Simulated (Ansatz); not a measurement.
Process, species as SMILES: FSF → F atom + F[S] (F-S)
B3LYP-D3(BJ)/def2-TZVP geometries, fixed; electronic energies without zero-point terms.
Largest species:
```xyz
3

F     -1.2130    -0.5047     0.0161
S     -0.0057     0.5532     0.0075
F      1.2232    -0.4788    -0.0294
```
Charge 0, spin multiplicity 1.

How fast the bond dissociation energy converges with the basis for several methods (Ansatz, a program for electronic structure): deviation from each method's own reference, in kcal/mol. References: B3LYP 88.56 kcal/mol, the value in aug-cc-pV(5+d)Z; CCSD(T) 91.94 kcal/mol, Hartree-Fock in aug-cc-pV(Q+d)Z plus the correlation part extrapolated as X^-3 from aug-cc-pV(T+d)Z and aug-cc-pV(Q+d)Z; HF 43.87 kcal/mol, the value in aug-cc-pV(5+d)Z; MP2 99.94 kcal/mol, Hartree-Fock in aug-cc-pV(5+d)Z plus the correlation part extrapolated as X^-3 from aug-cc-pV(Q+d)Z and aug-cc-pV(5+d)Z; PBE 97.63 kcal/mol, the value in aug-cc-pV(5+d)Z; r2SCAN 91.09 kcal/mol, the value in aug-cc-pV(5+d)Z. Cartesian d functions, on some or all atoms, in 6-31+G*; all else is spherical. In correlated methods cores are frozen. Open shells are unrestricted. No added dispersion term, no relativity. 

| basis | functions | B3LYP | CCSD(T) | HF | MP2 | PBE | r2SCAN |
|---|---|---|---|---|---|---|---|
| 6-31G | 31 | -34.63 | … | -35.93 | -53.17 | -34.17 | -34.27 |
| 6-31+G* | 61 | -7.40 | … | -6.21 | -14.55 | -7.24 | -6.54 |
| aug-pcseg-1 | 73 | -7.54 | … | -6.77 | -14.61 | -7.00 | -6.53 |
| def2-SVPD | 73 | -6.01 | … | -5.79 | -14.75 | -5.83 | -5.88 |
| 6-311++G(2d,2p) | 89 | -5.70 | … | -6.27 | -13.82 | -5.47 | -5.21 |
| def2-TZVPP | 104 | -1.11 | … | -1.14 | -6.47 | -0.87 | -1.02 |
| def2-TZVPD | 126 | -0.92 | … | -0.85 | -5.55 | -0.79 | -0.81 |
| jun-cc-pV(T+d)Z | 126 | -1.01 | … | -1.02 | -5.56 | -0.91 | -0.87 |
| def2-TZVPPD | 131 | -0.88 | … | -0.78 | -5.45 | -0.76 | -0.77 |
| def2-QZVPPD | 211 | -0.29 | … | -0.18 | -2.55 | -0.26 | -0.30 |
| aug-pcseg-3 | 259 | 0.06 | … | 0.38 | -1.20 | 0.06 | 0.12 |
| cc-pV(5+d)Z | 282 | -0.04 | … | -0.04 | -1.30 | -0.01 | -0.03 |

What belongs in the gaps?


- 6-31G, CCSD(T): -48.87
- 6-31+G*, CCSD(T): -12.69
- aug-pcseg-1, CCSD(T): -13.82
- def2-SVPD, CCSD(T): -13.47
- 6-311++G(2d,2p), CCSD(T): -13.09
- def2-TZVPP, CCSD(T): -6.24
- def2-TZVPD, CCSD(T): -5.30
- jun-cc-pV(T+d)Z, CCSD(T): -5.31
- def2-TZVPPD, CCSD(T): -5.19
- def2-QZVPPD, CCSD(T): -2.38
- aug-pcseg-3, CCSD(T): -1.02
- cc-pV(5+d)Z, CCSD(T): -1.18

Mean absolute deviation over 6-311++G(2d,2p), def2-TZVPP, def2-TZVPD, jun-cc-pV(T+d)Z, def2-TZVPPD: r2SCAN 1.74, PBE 1.76, B3LYP 1.92, HF 2.01, CCSD(T) 7.03, MP2 7.37 kcal/mol.
